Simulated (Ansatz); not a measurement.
`N[SiH](F)CCl` + `NCBO` → `O[SiH](F)CCl` + `NBCN`  (redistribution)

Calculated with Ansatz (gas phase, PBE0-D4/def2-TZVP geometries, no zero-point term in ΔE). CCSD(T)/CBS is the MP2 limit (def2-TZVPP, def2-QZVPP) plus CCSD(T) − MP2 in def2-TZVPP, frozen cores. This one scheme is used for every species. DFT in def2-TZVPP. One conformer a species, not always the lowest.

`N[SiH](F)CCl`:

Cartesian coordinates in Å:
```
N -1.452 0.213 0.700
Si 0.074 -0.488 0.525
F 0.033 -2.071 0.251
C 0.947 0.201 -0.982
Cl 1.312 1.932 -0.754
H -2.070 0.413 -0.068
H -1.906 0.304 1.592
H 0.831 -0.291 1.778
H 1.891 -0.316 -1.159
H 0.340 0.103 -1.884
```

`NCBO`:

Z-matrix (Å, degrees):
```
C
B 1 1.581
N 1 1.470 2 109.5
H 1 1.098 2 113.0 3 -128.3
H 1 1.098 2 106.3 3 117.2
O 2 1.344 1 117.0 3 -10.3
H 2 1.199 1 124.0 3 171.3
H 3 1.012 1 110.6 2 -88.7
H 3 1.011 1 112.1 2 152.2
H 6 0.977 2 106.4 1 -0.2
```

`O[SiH](F)CCl`:

```xyz
9

O    -0.638    0.256   -1.708
Si   -0.224    0.797   -0.234
F     1.099    1.685   -0.291
C     0.136   -0.632    0.923
Cl    1.202   -1.800    0.083
H    -0.127   -0.479   -2.059
H    -1.324    1.653    0.250
H    -0.773   -1.166    1.204
H     0.648   -0.315    1.832
```

`NBCN`:

Z-matrix (Å, degrees):
```
C
B 1 1.576
N 1 1.459 2 113.3
H 1 1.100 2 105.8 3 -118.0
H 1 1.105 2 110.1 3 129.0
N 2 1.391 1 120.9 3 -162.4
H 2 1.200 1 121.3 3 18.4
H 3 1.011 1 110.9 2 53.9
H 3 1.012 1 111.4 2 173.0
H 6 1.007 2 123.5 1 1.5
H 6 1.005 2 123.0 1 -177.1
```

Is it downhill or uphill in electronic energy at CCSD(T)/CBS, and by how much? (Estimate.)

Computed: Downhill: ΔE = -20.7 kJ/mol.

What do these levels give: PBE-D4, ωB97X-V, ωB97M-V, PBE, r2SCAN, HF/def2-TZVPP, MP2/def2-TZVPP, SCS-MP2/def2-TZVPP, CCSD/def2-TZVPP, CCSD(T)/def2-TZVPP, MP2/def2-QZVPP, HF/CBS(def2)? (Estimate.)

The calculation gave: PBE-D4 -17.0, ωB97X-V -18.6, ωB97M-V -18.8, PBE -17.8, r2SCAN -20.7, HF/def2-TZVPP -27.6, MP2/def2-TZVPP -20.1, SCS-MP2/def2-TZVPP -21.7, CCSD/def2-TZVPP -21.6, CCSD(T)/def2-TZVPP -20.3, MP2/def2-QZVPP -20.5, HF/CBS(def2) -28.3 kJ/mol.

Largest T1 diagnostic among the species: 0.012.

In def2-TZVPP, CCSD(T) changes the Hartree–Fock value by +7.3 kJ/mol (the triples alone add +1.3 kJ/mol) and MP2 by +7.5 kJ/mol.
